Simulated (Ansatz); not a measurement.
Two members of one family (InAs nanocrystals, H-capped) that differ in charge, which shifts all levels, computed with Ansatz in the gas phase; def2 core potentials for In, no spin–orbit coupling. The structures are stationary points that may keep the symmetry of their start.

First: In9As9H26, cut from wurtzite (singlet, charge 0, PBE-D4/def2-SVP geometry).

Cartesian coordinates in Å:
```
As 3.0283 1.4479 2.5833
In 0.4091 1.2705 3.1150
As -0.2787 3.7310 2.0009
In 0.2791 -2.9849 2.2673
As -0.4482 -0.4640 1.3537
In -3.0625 -0.3658 1.4017
In -1.8075 4.0318 -0.1898
As -3.6470 2.1448 0.3400
As -3.7691 -1.7599 -0.7729
In 3.8965 2.3809 0.1315
In 4.0692 -2.4228 -0.0870
As 1.6811 -3.6658 0.0870
As 3.1521 0.0424 -0.9602
In 0.5307 -0.0105 -1.0638
As -0.2989 2.5213 -1.8018
In 0.1370 -4.2794 -2.0390
As -0.5271 -1.6915 -2.7791
In -3.0377 -0.8853 -3.2909
H 3.7051 2.0642 3.8065
H 3.5363 0.0218 2.7795
H -0.1391 1.3379 4.7620
H -0.8381 4.6964 3.0472
H 0.9771 4.5352 1.6726
H 1.3160 -2.6194 3.6264
H -1.2557 -3.8200 2.3446
H -4.0153 -0.4887 2.8490
H -2.3315 5.6200 -0.6451
H -4.7700 2.8443 1.1056
H -4.3984 1.9998 -0.9810
H -3.1647 -3.1417 -0.5323
H -5.2351 -2.1608 -0.6083
H 5.6170 2.5915 0.2219
H 2.7046 3.6234 -0.1994
H 4.5812 -2.0389 1.5409
H 5.0450 -3.0325 -1.3920
H 2.1416 -5.0709 0.4984
H 3.4475 0.1913 -2.4550
H 0.8852 3.3936 -2.2096
H -1.0111 2.5012 -3.1503
H -1.3949 -4.8588 -1.4254
H 1.0581 -4.9110 -3.3725
H 0.2739 -1.2976 -4.0227
H -3.1787 0.8511 -3.1007
H -3.8627 -1.8720 -4.4564
```

```
           level  HOMO (eV)  LUMO (eV)  gap (eV)
 PBE-D4/def2-SVP      -5.50      -2.58      2.92
PBE0-D4/def2-SVP      -6.41      -1.88      4.53
```

Second: In9As10H28⁺, cut from zinc blende (singlet, charge 1, PBE-D4/def2-SVP geometry).

```csv
atom,x (Å),y (Å),z (Å)
As1,3.1126,1.2766,-2.8949
As2,0.2894,-1.9667,-3.9707
As3,3.6310,2.3171,1.0850
As4,0.7785,-0.7239,0.1041
As5,1.2618,0.3050,4.2466
As6,-0.7562,2.9807,1.3508
As7,-1.3775,-2.7231,3.2286
As8,-1.2482,1.9182,-2.4652
As9,-3.3316,0.0796,0.3986
As10,-1.9146,-3.8713,-1.0237
In11,4.9436,2.6674,-1.3377
In12,0.7023,0.1832,-2.4082
In13,-1.2529,-4.2582,-3.6935
In14,-0.1482,4.0252,-1.1054
In15,1.2231,1.3261,1.7574
In16,-1.5784,-1.8320,0.6991
In17,-0.1462,-1.7272,5.5105
In18,-2.8336,1.6748,2.5672
In19,-3.4589,0.3062,-2.3262
H20,2.8233,2.1322,-4.1290
H21,3.8688,0.1741,-3.6393
H22,1.6984,-2.3876,-4.3914
H23,-0.0883,-1.3206,-5.3024
H24,4.5943,1.6187,2.0466
H25,3.6342,3.6635,1.8076
H26,1.8938,-1.7584,0.2452
H27,2.7500,0.1073,4.5405
H28,1.0968,1.5639,5.0967
H29,-0.2979,4.0352,2.3638
H30,-0.9823,-4.1924,3.0773
H31,-2.8399,-2.9864,3.5814
H32,-1.1032,2.2766,-3.9482
H33,-4.5539,-0.7588,0.7901
H34,-1.4489,-5.0999,-0.2396
H35,-3.4100,-4.1504,-0.8847
H36,6.2764,1.5745,-1.2242
H37,4.6609,4.3170,-1.7307
H38,-0.0754,-5.5219,-3.6306
H39,-2.7032,-3.8910,-4.5432
H40,1.5762,3.7125,-1.2461
H41,-1.0549,5.4681,-1.3854
H42,-1.4086,-0.9070,6.3416
H43,1.0733,-2.9042,5.8464
H44,-2.0095,0.5860,3.6734
H45,-4.1534,2.7559,2.8291
H46,-2.8417,-1.2461,-2.8742
H47,-4.8713,1.1816,-2.7932
```

Question: What does the change do? Estimate second minus first.

Answer: 
```csv
level,Δ HOMO (eV),Δ LUMO (eV),Δ gap (eV)
PBE-D4/def2-SVP,-2.85,-2.57,0.28
PBE0-D4/def2-SVP,-2.87,-2.61,0.27
```
